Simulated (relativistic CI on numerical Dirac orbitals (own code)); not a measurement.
# Ligand-field terms of d9

Computed with a parametric ligand-field model of a d^n configuration (Racah B and C, spin-orbit zeta, crystal field), exact diagonalisation.

Field parameters in Wybourne normalisation: Oh B⁴₀ = 21Dq, B⁴₄ = √(5/14) B⁴₀; Td as Oh with Dq negative (B⁴₀ = 21Dq, B⁴₄ = √(5/14) B⁴₀). The field is a parameter set, without covalency.

Q: Ground term and bands for B = 890, C = 3610, ζ = 0 cm⁻¹, Oh, 10Dq = 20950 cm⁻¹?

A: Ground term 2E with 3.00 electrons in the two orbitals of the cubic e set. Spin-allowed: 2T2 20950 cm⁻¹ (477 nm). Lowest spin-forbidden: none.

Q: Ground term and bands for B = 570, C = 2750, ζ = 0 cm⁻¹, Oh, 10Dq = 11800 cm⁻¹?

A: Ground term 2E with 3.00 electrons in the two orbitals of the cubic e set. Spin-allowed: 2T2 11800 cm⁻¹ (847 nm). Lowest spin-forbidden: none.

Q: Ground term and bands for B = 810, C = 3630, ζ = 0 cm⁻¹, Oh, 10Dq = 12550 cm⁻¹?

A: Ground term 2E with 3.00 electrons in the two orbitals of the cubic e set. Spin-allowed: 2T2 12550 cm⁻¹ (797 nm). Lowest spin-forbidden: none.

Q: Ground term and bands for B = 790, C = 3720, ζ = 0 cm⁻¹, Oh, 10Dq = 36100 cm⁻¹?

A: Ground term 2E with 3.00 electrons in the two orbitals of the cubic e set. Spin-allowed: 2T2 36100 cm⁻¹ (277 nm). Lowest spin-forbidden: none.

Q: Ground term and bands for B = 530, C = 1880, ζ = 0 cm⁻¹, Td, 10Dq = -10450 cm⁻¹?

A: Ground term 2T2 with 4.00 electrons in the two orbitals of the cubic e set. Spin-allowed: 2E 10450 cm⁻¹ (957 nm). Lowest spin-forbidden: none.
